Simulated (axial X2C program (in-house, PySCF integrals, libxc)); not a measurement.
InTe: properties at the nuclei

Computed with an axial X2C code built on PySCF integrals: two-component X2C with atomic mean-field Coulomb and Gaunt terms, Gaussian nuclei, basis Te dyall-cv3z, In dyall-cv3z with contracted cores.

R = 2.851 Å (near the PBE0 minimum at charge 0 of the determinant lowest at the starting distance; the state shown can have its own minimum elsewhere).

Determinant lowest in the PBE0 search, Ω = 3/2 (⟨Sz⟩ = 0.50, ⟨Lz⟩ = 1.00 at PBE0), spin on the atoms Te 0.50, In 0.00:

```tsv
level	Eeff magnitude (GV/cm)	Ws magnitude Te (kHz)	A∥/gI Te (MHz)	qzz Te (a.u.)	A∥/gI In (MHz)	qzz In (a.u.)	μ (D)
PBE0	0.643	0.256	454	-2.70	36.3	-4.07	2.62
HF	1.51	0.613	426	-2.66	41.9	-4.32	2.84
PBE	0.456	0.182	458	-2.91	40.6	-3.89	2.39
LDA	0.353	0.158	512	-2.97	34	-3.96	2.38
r2SCAN	0.739	0.287	480	-2.91	53.1	-4.05	2.44
```

Determinant 2.49 eV from it at PBE0 and this distance, Ω = 7/2 (⟨Sz⟩ = 1.48, ⟨Lz⟩ = 2.02 at PBE0), spin on the atoms Te 0.77, In 0.70:

```tsv
level	Eeff magnitude (GV/cm)	Ws magnitude Te (kHz)	Ws magnitude In (kHz)	A∥/gI Te (MHz)	qzz Te (a.u.)	A∥/gI In (MHz)	qzz In (a.u.)	μ (D)
PBE0	14.2	0.26	2.09	278	4.46	565	0.83	-0.19
HF	22.5	0.596	3.15	232	4.15	582	0.10	0.31
PBE	12.1	0.206	1.78	294	4.35	560	0.91	-0.40
LDA	11.6	0.165	1.75	324	4.41	581	1.00	-0.45
r2SCAN	15.2	0.399	2.12	316	4.31	572	0.83	-0.15
```

Eeff is the effective electric field on the electron electric dipole moment in this Ω state and Ws the scalar–pseudoscalar constant of the nucleus named (defined with the proton number Z and per Ω); A∥ (defined per Ω) follows by multiplying with gI = μI/(I μN); qzz is the electric field gradient, eQq0 = 234.96 MHz × Q/barn × qzz; μ is positive if the In end (last atom) is positive. The operators were transformed with the bare-nucleus X2C matrices; with these basis sets, hyperfine constants and field gradients can be off by tens of per cent, and where levels differ in sign neither size nor sign is settled.

With gI(125Te) = -1.7770, gI(115In) = 1.2313, Q(115In) = 0.772 barn (g factors from the IAEA table of nuclear moments by Stone; Q from Pyykkö, Mol. Phys. 2018), turn the PBE0 values of the first state into constants in MHz.

A∥(125Te) = 454 × -1.7770 = -807 MHz; A∥(115In) = 36.3 × 1.2313 = 44.7 MHz; eQq0(115In) = 234.96 × (0.772) × (-4.07) = -738 MHz.

Each state is one determinant with collinear spin, which with several unpaired electrons need not be a pure state. Unrestricted Hartree–Fock can overshoot spin polarisation at the nuclei. With several open shells hyperfine constants can be off by a factor of several. Where Eeff spreads by more than a factor of two the levels disagree and none is to be relied on. States lie within half an eV, so the first need not be the ground state. Further determinants of the search, some of them spin-mixed, are not shown. PBE0 term energies can be off by some tenths of an eV.
